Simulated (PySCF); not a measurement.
Isomers C₅H₁₁NO₂Si₂:

A. `InChI=1S/C5H11NO2Si2/c1-7-10-3-2-5(4-6)9-8-10/h5,10H,2-3,9H2,1H3/t5-,10+/m1/s1`
B. SMILES CO[Si@H]([SiH2]O)n1cccc1
C. `InChI=1S/C5H11NO2Si2/c1-7-10-5-3-2-4(8-5)9-6/h2-3H,6,9-10H2,1H3`

Spectrum 1. 1H NMR (300 MHz, computed): δ 7.33 (m, 1H), 7.23 (m, 1H), 5.38 (s, 2H), 5.36 (s, 2H), 4.05 (s, 3H), 0.16 (br s, 2H). 13C{1H} NMR (computed): δ 165.1 (C), 162.8 (C), 127.9 (CH), 127.5 (CH), 54.6 (CH3).

Spectrum 2. 1H NMR (300 MHz, computed): δ 6.62 (m, 2H), 6.54 (m, 2H), 5.74 (m, 1H), 5.72 (m, 1H), 5.18 (m, 1H), 4.10 (s, 3H), 0.48 (br s, 1H). 13C{1H} NMR (computed): δ 126.4 (CH), 117.5 (CH), 52.2 (CH3).

Spectrum 3. 1H NMR (300 MHz, computed): δ 5.19 (m, 1H), 5.17 (m, 1H), 4.89 (m, 1H), 3.99 (s, 3H), 2.51 (m, 1H), 2.09 (m, 1H), 1.64 (m, 1H), 0.97 (m, 1H), 0.38 (m, 1H). 13C{1H} NMR (computed): δ 123.7 (C), 52.3 (CH3), 27.4 (CH2), 17.1 (CH2), 15.2 (CH).

[PySCF 2.14: shielding tensors at PBE0/pcSseg-1 (GIAO); GFN2-xTB geometry; one averaged value for each set of equivalent atoms; a single conformation; no solvent model; non-relativistic]

Chemical shifts δ = σref − σ; TMS for 1H (σref 31.72), 13C (σref 186.93), all at this level. Where no couplings were computed, multiplicities follow the n + 1 count of equivalent neighbours, and m marks all less simple cases (inequivalent or close neighbours, rings, F or P nearby). Shifts are as computed. Against solution values, carbons near 30 ppm lie about +3 ppm off and those near 130 ppm about +5 ppm. Of 1309 compounds with measured shifts, 239 miss one by over three times the rms of a fit or turn the order of signals round; such compounds aren't used in these exercises. OH and NH positions are gas-phase values without hydrogen bonding to other molecules.

Question: Match each spectrum to its structure.

Answer: 1–C, 2–B, 3–A.

- Spectrum 1 (C): 5 13C signals; δC 127.9 is an aromatic CH; δC 127.5 is an aromatic CH.
- Spectrum 2 (B): 3 13C signals; δC 52.2 is a methyl carbon bonded to O; δH 6.62 is the hydrogen on an aromatic CH next to a ring nitrogen.
- Spectrum 3 (A): 5 13C signals; δC 123.7 is a nitrile carbon; δC 52.3 is a methyl carbon bonded to O.
